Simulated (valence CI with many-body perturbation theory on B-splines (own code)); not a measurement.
**Sensitivity of CI+MBPT for C**

Method: relativistic CI+MBPT: four valence electrons over a frozen Dirac-Fock core [He], radial functions for each j: 6 s, 6 p, 5 d, 3 f, 1 g, with the one-electron correlation potential Σ1, the two-electron term Σ2, the three-electron term Σ3, Breit, model QED; selected CI, second order for the rest, scaled by the run's own slope (own B-spline code, finite nucleus).

Against 22 measured levels this calculation errs by 101 cm⁻¹ on average and by 285 at most.

The reference run has the lowest level 2s2 2p2 3P_0 and an ionisation energy of 11.2399 eV. Its largest variational space holds 10906 state functions.

Changed runs:
A. size limit of the variational space 10000 → 3000; second order for the rest on → off
B. averaging of valence orbitals over low configurations on → off
C. size limit of the variational space 10000 → 1500; second order for the rest on → off
D. scale of Σ2 1 → 3 (bad on purpose)

Excitation energies of the reference run in cm⁻¹, and shifts in cm⁻¹:

```tsv
Level	Reference	A	B	C	D
2s2 2p2 3P_1	10.0	+353	+0.1	+735	+0.5
2s2 2p2 3P_2	38.5	+350	0	+833	+0.3
2s2 2p2 1D_2	10363	+437	-0.1	+983	+37
2s2 2p2 1S_0	21909	+20	-0.3	+8.3	+227
2s 2p3 5S°_2	33450	+133	-0.2	+386	+19
2s2 2p 3s 3P°_0	60214	-14	-0.1	-50	-111
2s2 2p 3s 3P°_1	60232	+196	-0.1	+532	-111
2s2 2p 3s 3P°_2	60271	+442	-0.1	+1658	-111
2s2 2p 3s 1P°_1	61903	+225	-0.3	+557	-161
2s 2p3 3D°_3	64198		-1.0		-163
2s 2p3 3D°_2	64205		-1.0		-164
2s 2p3 3D°_1	64205		-0.9		-163
Ionisation energy (eV)	11.2399	-0.0125	0	-0.0258	-0.0214
```

A blank means that the level has no clear partner in that run.
